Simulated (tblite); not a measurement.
Species: C4H13BOSi.
Structure used (GFN2-xTB), in Å, numbered top down from 1:
```xyz
20
C4H13BOSi angstrom
C      1.8836    1.2638    0.5104
C      1.7399   -0.0455    0.6485
C      1.4081   -0.9975   -0.4399
B     -0.1580   -1.4675   -0.3681
O     -1.0765   -0.1174   -0.3907
C     -1.0777    0.5578   -1.6260
Si    -1.8270    0.3788    1.0050
H      1.8335    1.7450   -0.4549
H      2.0837    1.9138    1.3466
H      1.8091   -0.4842    1.6375
H      2.0176   -1.8970   -0.3324
H      1.6561   -0.5563   -1.4086
H     -0.5089   -2.0927   -1.3170
H     -0.4498   -1.9689    0.6710
H     -1.4849   -0.1042   -2.3926
H     -1.6808    1.4632   -1.5681
H     -0.0550    0.8219   -1.8944
H     -2.3991    1.6725    0.6228
H     -0.8346    0.5151    2.0569
H     -2.8842   -0.5901    1.2811
```

Level: GFN2-xTB in tblite, geometry and Hessian alike; calculated harmonic values, unscaled, isolated species. This tight-binding method is rough: wavenumbers can miss measured ones by several per cent, in bad cases by 10 to 20. Modes of hydrogen on boron and silicon can be 10 to 20 % off. One conformer, not necessarily the lowest. The optimisation stopped once no atom felt more than 0.01 eV/Å.

Lowest wavenumbers of the output (negative numbers stand for imaginary wavenumbers):
```
mode    cm-1
  1     -37.3
  2      63.6
  3      77.5
  4     114.8
  5     120.5
  6     192.6
  7     219.1
  8     252.5
```

**Question.** Is this structure a minimum?

**Answer.** Not by this Hessian. 1 mode is imaginary beyond 20i (37i cm⁻¹), so at this level the point lies at or near a first-order saddle. The curvature is small, so loose convergence or finite differences may be the whole cause.

**Question.** Which atoms move in the imaginary mode?

**Answer.** 37i: H17 (methyl hydrogen) 20 %, H15 (methyl hydrogen) 20 %. These are shares of the mass-weighted motion.

**Question.** What is the remedy?

**Answer.** Step along that mode in both directions, optimise again with tighter thresholds and repeat the frequencies. The zero-point energy of this point (99.0 kcal/mol) counts the 53 real modes alone, and thermal corrections from it aren't those of a minimum.
